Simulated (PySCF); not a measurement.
Here is a job for PySCF.
```python
from pyscf import gto, scf, dft

mol = gto.Mole()
mol.atom = '''
    S     0.013936   -0.004006    0.377829
    O    -0.033217    1.222429   -0.364198
    O     0.005345   -1.214416   -0.391460
'''
mol.basis = '6-31g'
mol.charge = 0
mol.spin = 0
mol.verbose = 3
mol.build()

mf = dft.RKS(mol)
mf.xc = 'pbe0'
mf.kernel()
```

**Question.** What does this run give for the nuclear repulsion energy, dipole moment, HOMO energy, HOMO-LUMO gap, total energy, Mulliken (on the basis functions themselves) charges in atom order?

**Answer.** 
* **nuclear repulsion energy**: 108.3509 Eh
* **dipole moment**: 2.27 D
* **HOMO energy**: -9.27 eV
* **HOMO-LUMO gap**: 5.35 eV
* **total energy**: -548.0530 Eh
* **Mulliken (on the basis functions themselves) charges in atom order**: S1 0.99, O2 -0.50, O3 -0.50
